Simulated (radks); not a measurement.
These are the eigenvalues of the occupied orbitals of an atom or ion with whole-number occupations (hartree). Calculated with a radial shooting solver on a logarithmic mesh with Libxc functionals: non-relativistic Kohn-Sham, BLYP, spin-polarised, spherical densities, point nucleus.

orbital  eigenvalue
1s up     -418.8486
1s down   -418.5745
2s up     -99.25566

Which element is it, and in what charge state? The configuration may be excited. Open shells, if any, are filled with parallel spins first.

Answer. Z = 30, zinc, charge +27: Zn27+ in [He] 2s1. The list shows which subshells hold electrons but not how many an open one holds; the 1s level, -418.85 hartree, gives Z - s = 28.9 by -(Z - s)^2/2, which with screening narrows Z to a few neighbours, and the depths of the outer levels then fix element, charge and occupations together.
